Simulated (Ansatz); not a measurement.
```xyz
5

Cl   -0.5214    1.1565   -1.7127
Si   -0.1979   -0.5153   -0.5517
Se    0.4966   -0.0434    1.5529
H    -1.5036   -1.2094   -0.3744
H     1.7262    0.6116    1.0858
```

The species carries charge 0 and has multiplicity 2.

List the CAM-B3LYP/def2-TZVPP orbital energies in eV (Ansatz 0.2.0). (An estimate is asked.)

Ansatz gave: α occupied: -12353.21, -2764.58, -1802.72, -1582.41, -1420.62, -1420.60, -1420.55, -259.36, -215.01, -198.41, -198.28, -198.26, -159.12, -159.04, -158.87, -147.13, -102.52, -102.46, -102.40, -59.94, -59.92, -59.78, -59.72, -59.70, -25.02, -21.93, -16.39, -13.17, -12.21, -11.74, -11.52, -10.43, -9.11, -7.53. α empty: 0.74, 0.90, 1.34, 2.26, 4.70, 5.00, 5.10, 5.17. β occupied: -12353.21, -2764.55, -1802.63, -1582.40, -1420.61, -1420.58, -1420.54, -259.33, -214.99, -198.37, -198.25, -198.23, -159.11, -159.01, -158.86, -147.02, -102.39, -102.35, -102.25, -59.93, -59.90, -59.77, -59.70, -59.68, -24.88, -21.78, -15.88, -12.98, -12.05, -11.52, -11.19, -10.19, -8.86. β empty: -2.10, 0.88, 1.08, 1.65, 2.60, 4.84, 5.06, 5.21. ⟨S²⟩ = 0.754.
